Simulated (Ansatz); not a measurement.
Species: ZrF3 (charge 0, doublet). The spin state was set by rule; other spins were not relaxed. 
Coordinates optimised at B3LYP-D3(BJ)/def2-TZVP (Ansatz, a quantum-chemistry and plane-wave program):
```
Zr
F 1 1.9148
F 1 1.9148 2 120.00
F 1 1.9148 2 120.00 3 -180.00
```
Charge 0, spin multiplicity 2.

Basis-set convergence of Hartree-Fock and CCSD(T) correlation energies (hartree) with Ansatz. Correlated levels leave the core frozen unless marked. UHF or UKS for open shells. No spin-orbit coupling. Frozen are the shells of the preceding noble gas and the d and f shells that filled before the atom's block. Past Kr the def2 sets carry scalar-relativistic core potentials.

```json
[
 {"basis": "def2-SVP", "functions": "73", "E(HF)": "-344.83534", "E(corr, CCSD(T))": "-0.65983"},
 {"basis": "def2-TZVPP", "functions": "149", "E(HF)": "___", "E(corr, CCSD(T))": "___"}
]
```

Q: Fill in the missing entries.

A: 
- def2-TZVPP, E(HF): -345.22780
- def2-TZVPP, E(corr, CCSD(T)): -0.87656
